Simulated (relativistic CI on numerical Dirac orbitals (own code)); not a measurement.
## Cl IX: q coefficients

These numbers are calculated, not measured: Dirac-Coulomb-Breit CI, separate exchange-only KLI orbitals for each configuration, derivatives by finite differences, unscaled Slater integrals, QED left out (own radial code, finite nucleus).

Configurations in the expansion (outside the closed core 1s2): 2s²2p⁵, 2s2p⁶, 2s²2p⁴3s, 2s²2p⁴3p, 2p⁶3s, 2s²2p⁴3d, 2p⁶3p, 2p⁶3d. Levels of other configurations are missing.

With x = (α/α₀)² − 1 an excitation energy changes as ω = ω₀ + qx; K = 2q/ω₀ is the relative enhancement. Terms are leading LS components, so labels can repeat.

Lowest level 2s²2p⁵ ²P°3/2.

```csv
Level,ω₀ (cm⁻¹),q (cm⁻¹)
2s²2p⁵ ²P°1/2,13559,13650
2s2p⁶ ²S1/2,567223,19540
2s²2p⁴3s ⁴P5/2,1882241,-4065
2s²2p⁴3s ⁴P3/2,1890049,2729
2s²2p⁴3s ⁴P1/2,1894941,8262
2s²2p⁴3s ²P3/2,1906159,116.3
2s²2p⁴3s ²P1/2,1915249,7748
2s²2p⁴3s ²D5/2,1955467,3211
2s²2p⁴3s ²D3/2,1955732,3646
2s²2p⁴3p ⁴P°5/2,2002225,76.03
2s²2p⁴3p ⁴P°3/2,2004117,703.9
2s²2p⁴3p ⁴P°1/2,2008279,6274
2s²2p⁴3p ⁴D°7/2,2013847,-287.7
```

At this charge configurations can still be misplaced by up to about 7 % of their energy.

(1) Which transition from the lowest level has the largest |K|?

Results:

(1) 2s²2p⁵ ²P°1/2 at 13559 cm⁻¹, K = 2.01.
